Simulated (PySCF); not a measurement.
# Relaxation of doublet Sr₃Te⁺

All numbers come from UPBE0 in PySCF with Te def2-SVP with ECP28, Sr def2-SVP with ECP28; scalar-relativistic core potentials, no spin–orbit coupling; density-fitted integrals. A (50,194) grid was used.

A start displaced from a saddle point along its imaginary mode, of Cs symmetry, held to at least that symmetry:

```xyz
4
charge 1 multiplicity 2, angstrom
Te    0.0000   -0.2500   -1.0099
Sr    0.0000   -0.1007    2.1556
Sr    3.0128    0.2351   -0.3316
Sr   -3.0128    0.2351   -0.3316
```

Optimiser trace:
```
step  E − E(last) (kJ/mol)  largest gradient (Eh/bohr)
   0                  2.65                     0.00249
   1                  2.39                     0.00194
   2                  1.83                     0.00097
   3                  1.68                     0.00134
   4                  1.35                     0.00115
   5                  1.26                     0.00103
   6                  1.14                     0.00197
   7                  0.99                     0.00174
   8                  0.32                     0.00134
   9                  0.29                     0.00101
  10                  0.28                     0.00101
  11                  0.26                     0.00099
  12                  0.24                     0.00093
  13                  0.21                     0.00084
  14                  0.17                     0.00070
  15                  0.12                     0.00052
  16                  0.06                     0.00030
  17                  0.00                     0.00027
  18                  0.00                     0.00026
```

It ends at Cs with Sr–Sr 3.862 Å (×2), Te–Sr 3.111 Å (×2), Te–Sr 3.175 Å; Sr–Sr–Sr 79.3°, Sr–Sr–Te 51.3° (×2), Sr–Sr–Te 52.9° (×2), Sr–Te–Sr 75.8° (×2), Sr–Te–Sr 104.8° (after a last refinement on a finer grid). A frequency run shows a minimum. Other isomers or separated fragments may lie lower.

Final geometry:
Coordinates in bohr (charge 1 multiplicity 2):
```
Te    0.0000   -1.8791   -1.6088
Sr    0.0000   -0.5514    4.2426
Sr    4.6561    1.6449   -0.9293
Sr   -4.6561    1.6449   -0.9293
```

No spin–orbit coupling is included, which matters more the heavier the element.
